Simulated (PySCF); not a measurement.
## TDDFT excited states: C4H12CrSe

CrSeMe4, C₄H₁₂CrSe (singlet state).
Z-matrix (Å and degrees, PBE0-D3(BJ)/def2-SVP geometry), rows numbered from 1:
```
Cr
Se  1  2.0823
C   1  2.0331  2  109.94
H   3  1.0975  1  108.02  2   -58.17
H   3  1.0997  1  107.09  2  -177.66
H   3  1.0964  1  110.23  2    61.62
C   1  2.0237  2  111.70  3   -89.96
H   7  1.0998  1  107.99  2  -177.17
H   7  1.0970  1  109.98  2    61.68
H   7  1.0983  1  107.45  2   -57.50
C   1  2.0242  2  111.86  3   177.79
H  11  1.0977  1  108.44  2    64.11
H  11  1.0972  1  109.00  2   -55.18
H  11  1.0996  1  107.82  2  -175.71
C   1  2.0338  2  109.49  3    88.07
H  15  1.0971  1  108.52  2    62.69
H  15  1.0965  1  109.27  2   -56.80
H  15  1.0994  1  107.57  2  -177.27
```

Theory: TDDFT B3LYP/def2-SVPD, vertical, gas phase, core orbitals frozen in the response in PySCF 2.14.0, density-fitted response routines. The B3LYP/def2-SVPD calculation is non-relativistic and has no spin–orbit coupling, an omission that weighs most on selenium.

List the vertical singlet excitations with oscillator strengths and describe the spectrum.

```csv
state,E (eV),E (hartree),f,"main configurations (H = HOMO, L = LUMO)"
S1,1.78,0.0656,0.0030,"H-1/H→L (84%), H-2→L (14%)"
S2,1.79,0.0657,0.0030,"H-1/H→L (85%), H-3→L (14%)"
S3,2.20,0.0810,0.0001,"H-2→L (71%), H-3→L (9%), H-1/H→L (≥8%)"
S4,2.22,0.0815,0.0001,"H-3→L (72%), H-2→L (10%), H-1/H→L (≥8%)"
S5,2.41,0.0886,0.0000,H-5→L (96%)
S6,2.75,0.1011,0.0000,H-4→L (87%)
S7,2.91,0.1069,0.0000,"H-1/H→L+1 (≥55%), H-1/H→L+2 (≥38%)"
S8,3.03,0.1115,0.0001,"H-1/H→L+2 (≥54%), H-1/H→L+1 (≥37%)"
S9,3.24,0.1190,0.0015,"H-1/H→L+1 (≥31%), H-1/H→L+2 (≥30%), H-1/H→L+3 (≥18%)"
S10,3.26,0.1197,0.0048,H-1/H→L+3 (≥96%)
S11,3.27,0.1200,0.0034,"H-1/H→L+3 (≥66%), H-1/H→L+1 (≥10%), H-1/H→L+2 (≥10%)"
S12,3.50,0.1286,0.0000,"H-2→L+2 (49%), H-3→L+1 (49%)"
S13,3.72,0.1367,0.0023,"H-2→L+3 (37%), H-2→L+1 (19%), H-3→L+2 (17%)"
S14,3.73,0.1370,0.0003,H-6→L (80%)
```

Triplets (Tamm–Dancoff): T1 1.39 eV, H-2→L (61%), H-1/H→L (≥33%); T2 1.40 eV, H-3→L (60%), H-1/H→L (≥32%); T3 1.89 eV, H-1/H→L (≥56%), H-2→L (26%); T4 1.89 eV, H-1/H→L (≥61%), H-3→L (31%).

The lowest singlet level (S1/S2) lies at 1.78 eV (695 nm, visible) and is weak. The most intense listed level is S10/S11 at 3.26 eV (381 nm, f = 0.0082 summed), 1.47 eV above S1. S1/S2, S10/S11 and S13/S14 lie within about 0.01 eV of each other in each set. For S1 the Löwdin share of chromium is 8% in HOMO-1 and 89% in LUMO. Weighted by f, the mean energy of these states is 2.84 eV. The listed states span 1.95 eV, and the widest gap between neighbours is 0.42 eV (S2 to S3). Of the 14 states listed, none reaches f = 0.01 and 8 stay under 0.0005. 11 computed singlets (S1 to S11) lie in the visible range (380 to 750 nm), the largest f among them at 381 nm, f = 0.0048; light of that wavelength is violet, and its complementary colour is yellow-green; a Tamm–Dancoff triplet lies at 656 nm, without intensity as long as spin–orbit coupling is left out. Orbitals of the list HOMO-3 to LUMO+2 that lie within 0.01 eV of each other are written together with a slash and their weights summed (≥ marks a lower bound); for degenerate orbitals outside that list single weights are arbitrary. The window holds the lowest 15 singlets. The highest level found (3.75 eV, f 0.0050 so far) is left out, since the window may have cut off a degenerate partner.

Time: 5.7 min of wall time (with the writing of density and orbital grids); peak memory 1.2 GiB. Hardware: one thread, Intel Xeon at 2.50 GHz (x86_64), on a shared host.
